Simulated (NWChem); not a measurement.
The numbers come from NWChem runs, not from measurements. System: H4Al (-1), charge -1, spin multiplicity 1, optimised in this run. The structure started from a generated list of species. Level: B3LYP/def2-SVP.

The NWChem input:

```
start mol
memory heap 200 mb stack 900 mb global 1100 mb
charge -1
geometry units angstroms
  Al     0.000000     0.000000     0.000008
  H      1.329010     0.000000     0.939717
  H     -1.329010     0.000000     0.939717
  H      0.000000    -1.328964    -0.939769
  H      0.000000     1.328964    -0.939769
  symmetry group C2v
end
basis spherical
  * library def2-svp
end
dft
  xc b3lyp
  semidirect memsize 60000000 filesize 0
  iterations 100
end
driver
  maxiter 80
end
task dft optimize
task dft freq
```

Output (cleaned and shortened):

```
             Northwest Computational Chemistry Package (NWChem) 7.3.0
             --------------------------------------------------------

                                NWChem Input Module
                                -------------------

 Scaling coordinates for geometry "geometry" by  1.889725989
 (inverse scale =  0.529177249)

 Turning off AUTOSYM since
 SYMMETRY directive was detected!

          ------
          auto-z
          ------
  Looking for out-of-plane bends

                             Geometry "geometry" -> ""
                             -------------------------

 Output coordinates in angstroms (scale by  1.889725989 to convert to a.u.)

  No.       Tag          Charge          X              Y              Z
 ---- ---------------- ---------- -------------- -------------- --------------
    1 Al                  13.0000     0.00000000     0.00000000     0.00000800
    2 H                    1.0000     1.32901000     0.00000000     0.93971700
    3 H                    1.0000    -1.32901000     0.00000000     0.93971700
    4 H                    1.0000     0.00000000    -1.32896400    -0.93976900
    5 H                    1.0000     0.00000000     1.32896400    -0.93976900

 Effective nuclear repulsion energy (a.u.)      18.1003901283

            Nuclear Dipole moment (a.u.)
            ----------------------------
        X                 Y               Z
 ---------------- ---------------- ----------------
     0.0000000000     0.0000000000     0.0000000000

      Symmetry information
      --------------------

 Group name             C2v
 Group number             16
 Group order               4
 No. of unique centers     3

      Symmetry unique atoms

     1    2    4


 Summary of "ao basis" -> "" (spherical)
 ------------------------------------------------------------------------------
       Tag                 Description            Shells   Functions and Types
 ---------------- ------------------------------  ------  ---------------------
 *                          def2-svp                  on all atoms

                           NWChem Geometry Optimization
                           ----------------------------

 maximum gradient threshold         (gmax) =   0.000450
 rms gradient threshold             (grms) =   0.000300
 maximum cartesian step threshold   (xmax) =   0.001800
 rms cartesian step threshold       (xrms) =   0.001200
 fixed trust radius                (trust) =   0.300000
 maximum step size to saddle      (sadstp) =   0.100000
 energy precision                  (eprec) =   5.0D-06
 maximum number of steps          (nptopt) =   80
 initial hessian option           (inhess) =    0
 line search option               (linopt) =    1
 hessian update option            (modupd) =    1
 saddle point option              (modsad) =    0
 initial eigen-mode to follow     (moddir) =    0
 initial variable to follow       (vardir) =    0
 follow first negative mode     (firstneg) =    T
 apply conjugacy                    (opcg) =    F
 source of zmatrix                         =   autoz

          -------------------
          Energy Minimization
          -------------------

 Names of Z-matrix variables
    1              2              3              4              5
    6              7              8              9             10

 Variables with the same non-blank name are constrained to be equal

 Using diagonal initial Hessian
 Scaling for Hessian diagonals: bonds = 1.00  angles = 0.25  torsions = 0.10
[...]
          MASS-WEIGHTED PROJECTED HESSIAN (Hartree/Bohr/Bohr/Kamu)
          --------------------------------------------------------

               1            2            3            4            5            6            7            8            9           10
   ----- ----- ----- ----- -----
    1    6.40285D+00
    2    1.37703D-07  6.40284D+00
    3    1.30002D-07 -1.04277D-07  6.40262D+00
    4   -1.30198D+01 -1.45688D-07 -6.69994D+00  7.30664D+01
    5   -1.66993D-07 -3.54487D+00  2.43408D-08  2.56832D-07  1.38763D+01
    6   -6.69992D+00  3.04918D-10 -8.28213D+00  4.18542D+01 -3.47931D-07  4.34716D+01
    7   -1.30198D+01 -1.68979D-07  6.69994D+00 -7.59601D+00  1.31532D-07  3.10002D+00  7.30664D+01
    8   -1.78587D-07 -3.54487D+00  2.60087D-08  2.31097D-07  2.56907D+00 -4.11182D-07  1.67503D-07  1.38763D+01
    9    6.69992D+00 -5.84989D-08 -8.28213D+00 -3.10003D+00 -2.86186D-07  4.40917D+00 -4.18542D+01 -3.21497D-07  4.34716D+01
   10   -3.54489D+00 -2.04565D-07 -2.46295D-07  9.48239D-01 -5.65356D+00 -5.14383D+00  9.48242D-01  5.65356D+00  5.14384D+00  1.38762D+01
   11   -1.80390D-07 -1.30198D+01 -6.69981D+00 -1.26946D+00  9.48198D-01 -2.04380D+00  1.26946D+00  9.48198D-01 -2.04380D+00  2.73522D-07
   12   -3.54051D-07 -6.69978D+00 -8.28200D+00 -2.04376D+00 -5.14388D+00 -2.51380D+00  2.04376D+00 -5.14388D+00 -2.51380D+00  6.17124D-09
   13   -3.54489D+00 -1.93266D-07 -2.47963D-07  9.48239D-01  5.65356D+00 -5.14383D+00  9.48242D-01 -5.65356D+00  5.14384D+00  2.56917D+00
   14   -1.86528D-07 -1.30198D+01  6.69981D+00  1.26946D+00  9.48201D-01  2.04380D+00 -1.26946D+00  9.48201D-01  2.04381D+00  2.74770D-07
   15   -3.38965D-07  6.69978D+00 -8.28200D+00 -2.04376D+00  5.14388D+00 -2.51380D+00  2.04376D+00  5.14388D+00 -2.51380D+00 -2.07876D-08

              11           12           13           14           15
   ----- ----- ----- ----- -----
   11    7.30662D+01
   12    4.18536D+01  4.34708D+01
   13    1.82477D-07 -4.58889D-08  1.38762D+01
   14   -7.59578D+00  3.10000D+00  3.26550D-07  7.30662D+01
   15   -3.10000D+00  4.40927D+00 -5.86591D-08 -4.18536D+01  4.34708D+01

 center of mass
 --------------
 x =   0.00000000 y =   0.00000000 z =  -0.00004215

 moments of inertia (a.u.)
 ------------------
          26.013871636289           0.000000000000           0.000000000000
           0.000000000000          26.013693708560           0.000000000000
           0.000000000000           0.000000000000          26.013602868672

 Rotational Constants
 --------------------
 A=   2.314181 cm-1  (  3.329515 K)
 B=   2.314173 cm-1  (  3.329504 K)
 C=   2.314157 cm-1  (  3.329481 K)

 Temperature                      =   298.15K
 frequency scaling parameter      =   1.0000

 Zero-Point correction to Energy  =   15.176 kcal/mol  (  0.024184 au)
 Thermal correction to Energy     =   17.218 kcal/mol  (  0.027439 au)
 Thermal correction to Enthalpy   =   17.810 kcal/mol  (  0.028383 au)

 Total Entropy                    =   53.465 cal/mol-K
   - Translational                =   36.212 cal/mol-K (mol. weight =  31.0128)
   - Rotational                   =   16.132 cal/mol-K (symmetry #  =        2)
   - Vibrational                  =    1.121 cal/mol-K

 Cv (constant volume heat capacity) =    9.497 cal/mol-K
   - Translational                  =    2.979 cal/mol-K
   - Rotational                     =    2.979 cal/mol-K
   - Vibrational                    =    3.539 cal/mol-K


 ----------------------------------------------------------------------------
 Normal Eigenvalue ||    Projected Derivative Dipole Moments (debye/angs)
  Mode   [cm**-1]  ||      [d/dqX]             [d/dqY]           [d/dqZ]
 ------ ---------- || ------------------ ------------------ -----------------
    1       -0.000 ||       0.000              -0.002            -0.853
    2       -0.000 ||       0.013              -0.862             0.004
    3       -0.000 ||      -0.861              -0.011             0.004
    4       -0.000 ||       0.001               0.016            -0.090
    5       -0.000 ||      -0.003               0.009             0.000
    6        0.000 ||       0.042               0.032             0.087
    7      773.028 ||       0.000               0.000            -0.000
    8      773.031 ||      -0.000               0.000            -0.000
    9      793.353 ||       0.005               0.003            -3.174
   10      793.377 ||      -3.170               0.149            -0.005
   11      793.377 ||      -0.149              -3.170            -0.003
   12     1654.244 ||      -0.001              -3.543             0.519
   13     1654.244 ||      -0.014               0.519             3.543
   14     1654.251 ||       3.581               0.001             0.014
   15     1731.777 ||      -0.000               0.000            -0.000
 ----------------------------------------------------------------------------

 ----------------------------------------------------------------------------
 Normal Eigenvalue ||           Projected Infra Red Intensities
  Mode   [cm**-1]  || [atomic units] [(debye/angs)**2] [(KM/mol)] [arbitrary]
 ------ ---------- || -------------- ----------------- ---------- -----------
    1       -0.000 ||    0.031563           0.728        30.769       1.540
    2       -0.000 ||    0.032188           0.743        31.378       1.571
    3       -0.000 ||    0.032166           0.742        31.357       1.570
    4       -0.000 ||    0.000366           0.008         0.357       0.018
    5       -0.000 ||    0.000004           0.000         0.004       0.000
    6        0.000 ||    0.000448           0.010         0.437       0.022
    7      773.028 ||    0.000000           0.000         0.000       0.000
    8      773.031 ||    0.000000           0.000         0.000       0.000
    9      793.353 ||    0.436570          10.072       425.590      21.302
   10      793.377 ||    0.436569          10.072       425.589      21.302
   11      793.377 ||    0.436569          10.072       425.589      21.302
   12     1654.244 ||    0.555916          12.825       541.934      27.125
   13     1654.244 ||    0.555870          12.824       541.889      27.123
   14     1654.251 ||    0.555915          12.825       541.933      27.125
   15     1731.777 ||    0.000000           0.000         0.000       0.000
 ----------------------------------------------------------------------------

 Task  times  cpu:       13.6s     wall:       13.6s

 Total times  cpu:       15.1s     wall:       15.1s
```
